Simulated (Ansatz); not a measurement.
Start from `[SiH3]CC1[SiH2][SiH2]1` and change one atom or group to get `NC1[SiH2][SiH2]1`.

Ansatz, PBE0-D4/def2-TZVP geometries, multiplicity 1. Each molecule was computed in one conformer, which needn't be the lowest.

| property | `[SiH3]CC1[SiH2][SiH2]1` |
| --- | --- |
| HOMO–LUMO gap (ωB97M-V/def2-TZVPP) / eV | 10.09 |
| LUMO energy (ωB97M-V/def2-TZVPP) / eV | 1.40 |
| HOMO energy (PBE/def2-TZVPP) / eV | -5.71 |
| LUMO energy (PBE0/def2-TZVPP) / eV | -0.26 |
| LUMO energy (PBE/def2-TZVPP) / eV | -1.08 |
| HOMO–LUMO gap (PBE0/def2-TZVPP) / eV | 6.43 |

**Question.** What does the change do to each property? (An estimate is asked.)

**Answer.** Ansatz gave: 
```csv
property,`NC1[SiH2][SiH2]1`,shift
HOMO–LUMO gap (ωB97M-V/def2-TZVPP) / eV,9.80,-0.29
LUMO energy (ωB97M-V/def2-TZVPP) / eV,1.47,0.07
HOMO energy (PBE/def2-TZVPP) / eV,-5.10,0.61
LUMO energy (PBE0/def2-TZVPP) / eV,-0.17,0.09
LUMO energy (PBE/def2-TZVPP) / eV,-0.98,0.10
HOMO–LUMO gap (PBE0/def2-TZVPP) / eV,6.07,-0.36
```

With PBE0 the HOMO rises by 0.45 eV and the LUMO rises by 0.09 eV, so the gap narrows by about 0.36 eV. PBE moves the HOMO by 0.61 eV and ωB97M-V by 0.36 eV.
